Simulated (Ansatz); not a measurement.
Consider the redistribution: `SB[SiH2][SeH]` + `NB(O)O` → `OB(O)BS` + `N[SiH2][SeH]`.

Program: Ansatz. Geometries: PBE0-D4/def2-TZVP. ΔE: electronic, gas phase. CCSD(T)/CBS adds triple-zeta CCSD(T) − MP2 to the extrapolated MP2 energy (def2 sets, frozen cores). This one scheme is used for every species. For Se outer-core shells are correlated without core-valence functions, which leaves a few kJ/mol of doubt a bond. Scalar relativity is left out up to krypton. One conformer a species, not always the lowest.

`SB[SiH2][SeH]`:

Cartesian coordinates in Å:
```
S 0.264 1.813 0.951
B 0.647 0.787 -0.428
Si -0.341 -0.950 -0.623
Se -1.812 -1.360 1.083
H 1.123 2.825 0.722
H 1.477 1.130 -1.214
H 0.623 -2.076 -0.772
H -1.206 -0.926 -1.835
H -0.774 -1.243 2.117
```

`NB(O)O`:

Cartesian coordinates in Å:
```
N -0.769 -0.862 0.123
B 0.249 0.109 0.002
O 1.543 -0.274 0.245
O 0.022 1.423 -0.347
H -1.744 -0.690 -0.031
H -0.552 -1.807 0.379
H 2.150 0.461 0.135
H -0.897 1.639 -0.506
```

`OB(O)BS`:

Cartesian coordinates in Å:
```
O 1.740 0.115 0.764
B 0.515 0.267 0.173
O 0.182 1.518 -0.254
B -0.605 -1.006 -0.053
S -2.165 -0.723 -0.819
H 1.911 -0.786 1.041
H 0.877 2.162 -0.081
H -0.424 -2.144 0.277
H -2.029 0.597 -1.047
```

`N[SiH2][SeH]`:

```xyz
8

N    -0.143    0.804   -1.084
Si   -0.444   -0.478    0.008
Se    0.330   -0.260    2.156
H    -0.467    1.735   -0.875
H     0.734    0.832   -1.580
H     0.152   -1.689   -0.604
H    -1.903   -0.616    0.228
H     1.741   -0.327    1.751
```

| species | CCSD(T)/def2-TZVPP energy (Eh) |
| --- | --- |
| `SB[SiH2][SeH]` | -3114.73653 |
| `NB(O)O` | -232.28957 |
| `OB(O)BS` | -600.10430 |
| `N[SiH2][SeH]` | -2746.90663 |

**Question.** Work out ΔE.

**Answer.** ΔE = (-600.10430) + (-2746.90663) − (-3114.73653) − (-232.28957) = 0.01517 Eh = +0.41 eV. CCSD(T)/CBS gives +0.41 eV.

Largest T1 diagnostic among the species: 0.015.

From BLYP to BHLYP (50 % exact exchange), in def2-TZVPP and without D4, ΔE moves by +0.07 eV. At CCSD(T), def2-SVP lies +0.12 eV from the extrapolated value and def2-TZVPP −0.00 eV.
